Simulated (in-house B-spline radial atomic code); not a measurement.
A run on neutral technetium (an excited or competing configuration) that did not converge. Method: scalar-relativistic (X2C) wB97X, spin-polarised, spherical fractional occupations, exact exchange averaged over the configuration, Fermi nucleus of rms radius 4.41117 fm; computed with a B-spline radial code for spherical atoms.

Command:
```bash
python run_scf.py task.json out
```
Settings (nuclear radius in fm, mass in u):
```
Z                43
configuration    [Ar] 3d9 4s2 4p6 4d5 5s2 6f1
hamiltonian      x2c
method           wb97x
spin_polarised   True
nucleus          fermi
rms_radius       4.41117
atomic_mass      96.90636
speed_of_light   137.035999084
exact_exchange   averaged over the configuration
```

First and last ten iterations of the last attempt (damped for 15 steps, keeping 80 % of the old Fock matrix, then DIIS):
```
 iter        energy (Eh)    residual
    1       -4264.275924    4.46e-01
    2       -4271.191039    3.24e-01
    3       -4273.385609    2.24e-01
    4       -4274.551092    1.53e-01
    5       -4275.148749    1.09e-01
    6       -4275.424059    8.13e-02
    7       -4275.558390    6.18e-02
    8       -4275.641707    4.62e-02
    9       -4275.681662    3.52e-02
   10       -4275.701838    2.95e-02
  111       -4275.728345    5.70e-04
  112       -4275.728187    1.02e-03
  113       -4275.728365    4.61e-04
  114       -4275.728409    7.63e-04
  115       -4275.728401    3.46e-04
  116       -4275.728351    5.60e-04
  117       -4275.728345    3.79e-04
  118       -4275.728388    6.87e-04
  119       -4275.728375    3.81e-04
  120       -4275.728363    3.12e-04
 not converged after 120 iterations
```

The smallest residual met was 2.7e-04; the threshold is about 4e-07. No energy from this run should be used. Time taken, with all properties: 53 s on 1 thread of Intel(R) Xeon(R) Platinum 8259CL CPU @ 2.50GHz, with other jobs on the host.
